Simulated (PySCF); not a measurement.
A single-point calculation

[HoCl4]− (singlet in the valence; each metal's 4f electrons, 10 of them, lie in its core potential, out of spins and levels). PySCF 2.14.0, RKS PBE0, Ho lcecp-1-TZVP with ECP56, Cl def2-TZVP; non-relativistic Hamiltonian with scalar-relativistic core potentials where named; density fitting; no spin-orbit coupling. Purpose: basis and core treatment f-in-core-III/TZVP.

```python
mol = gto.M(atom='''
Ho    -0.00000    -0.00000     0.00000
Cl     1.45450     1.45450     1.45450
Cl    -1.45450    -1.45450     1.45450
Cl     1.45450    -1.45450    -1.45450
Cl    -1.45450     1.45450    -1.45450''',
    basis={'Ho': 'lcecp-1-TZVP', 'Cl': 'def2-TZVP'},
    ecp={'Ho': 'lcecp-1-TZVP'},
    charge=-1, spin=0)
mf = dft.RKS(mol, xc='PBE0')
mf.grids.atom_grid = (75, 302)  # f atoms: unpruned, at least (60, 302)
mf = mf.density_fit()  # fitting sets: Ho AutoAux, Cl def2-universal-JKFIT
mf.conv_tol = 1e-08; mf.max_cycle = 55
mf.kernel(dm0)  # dm0: free metal ions and neutral atoms
mf.nuc_grad_method().kernel()
```

Run from Python with OMP_NUM_THREADS=2; the lines above give its settings. Where DIIS fails, smearing, a level shift and second-order steps follow.
It took 16 s on 2 threads of Arm Neoverse V1, with other jobs on the host.

(1) Where do the frontier levels lie, over both spins?

(2) What does the SCF print?

(3) What are the Mulliken charges and spins?

(4) What forces act on the atoms (eV/Å)?

The geometry was relaxed with PBE0 (Ho lcecp-1-SVP with ECP56, Cl def2-SVP).

An lcecp potential fixes the number of 4f electrons, so in runs with it no electron can move into or out of that shell.

## Answers

(1) HOMO -4.76 eV, LUMO 3.36 eV. The 4f levels lie in the core potential and are missing.

(2) 
```
init E= -1909.00842529542
cycle= 1 E= -1877.89644237414  delta_E= 31.1  |g|= 2.62  |ddm|= 2.42
cycle= 2 E= -1877.95003564779  delta_E= -0.0536  |g|= 1.68  |ddm|= 2.29
cycle= 3 E= -1878.29986141319  delta_E= -0.35  |g|= 0.472  |ddm|= 1.51
cycle= 4 E= -1878.36321780359  delta_E= -0.0634  |g|= 0.0784  |ddm|= 0.477
...
cycle= 8 E= -1878.3651550912  delta_E= -1.82e-08  |g|= 6.78e-05  |ddm|= 0.00038
cycle= 9 E= -1878.36515509263  delta_E= -1.44e-09  |g|= 2.37e-06  |ddm|= 6.01e-05
Extra cycle  E= -1878.36515509263  delta_E= 9.09e-13  |g|= 2.2e-06  |ddm|= 5.77e-06
converged SCF energy = -1878.36515509263
```

(3) 
| atom | charge (e) | spin (e) |
| --- | --- | --- |
| Ho1 | 1.301 | 0.000 |
| Cl2 | -0.575 | 0.000 |
| Cl3 | -0.575 | 0.000 |
| Cl4 | -0.575 | 0.000 |
| Cl5 | -0.575 | 0.000 |
The spin of the 4f electrons in the core isn't counted.

(4) 
```
Ho  0.00 0.00 0.00
Cl  0.00 0.00 0.00
Cl  0.00 0.00 0.00
Cl  0.00 0.00 0.00
Cl  0.00 0.00 0.00
```
Forces carry noise of the integration grid, about 0.01 to 0.03 eV/Å.
